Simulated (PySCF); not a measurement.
19F chemical shifts

PySCF 2.14.0 with density-fitted response routines calculation with PBE0/pcSseg-1 with gauge-including orbitals and GFN2-xTB structure; gas phase, no relativistic terms, a single conformation, fast rotation and ring inversion assumed for equivalent nuclei.

Shieldings were converted by a linear fit to measured shifts: 19F: δ = 146.13 − 0.903σ +14.6 on sp3 carbon (rms 6.0 ppm, 223 shifts, 7.0 ppm with the 5 outliers that the fit left out vs CFCl3, solution or neat liquid). A few per cent of atoms miss by over 2 rms, more outside the fitted compound classes.

(1) Give the 19F shifts of `CC[C@H](F)CF`, `C[C@@H](C#N)[C@@]1(F)S[C@@H]1F`, `C=C[C@](C)(C(=O)F)C(C)C`.

(2) Match the shifts 14.2, -63.2, -110.3, -229.5 ppm to `CC(CF)CF`, `C[C@@H]1CC[C@@](C)(C(=O)F)C1`, `COc1pc(C(F)(F)F)oc1C`, `CC[C@@H](C)[C@H]1C=C(F)OC1`.

Answers

(1) 
```
                                                      compound                    environment  δ (ppm)
                      [CH3:1][CH2:2][C@H:3]([F:4])[CH2:5][F:6]  F4: fluorine on an sp3 carbon   -207.2
                      [CH3:1][CH2:2][C@H:3]([F:4])[CH2:5][F:6]  F6: fluorine on an sp3 carbon   -234.1
[CH3:1][C@@H:2]([C:3]#[N:4])[C@@:5]1([F:6])[S:7][C@@H:8]1[F:9]  F6: fluorine on an sp3 carbon   -169.0
[CH3:1][C@@H:2]([C:3]#[N:4])[C@@:5]1([F:6])[S:7][C@@H:8]1[F:9]  F9: fluorine on an sp3 carbon   -173.7
                                       C=C[C@](C)(C(=O)F)C(C)C           fluorine bonded to C     17.0
```

(2) 14.2: C[C@@H]1CC[C@@](C)(C(=O)F)C1 (fluorine bonded to C); -63.2: COc1pc(C(F)(F)F)oc1C (fluorine of a CF3 group); -110.3: CC[C@@H](C)[C@H]1C=C(F)OC1 (vinylic fluorine); -229.5: CC(CF)CF (fluorine on an sp3 carbon).
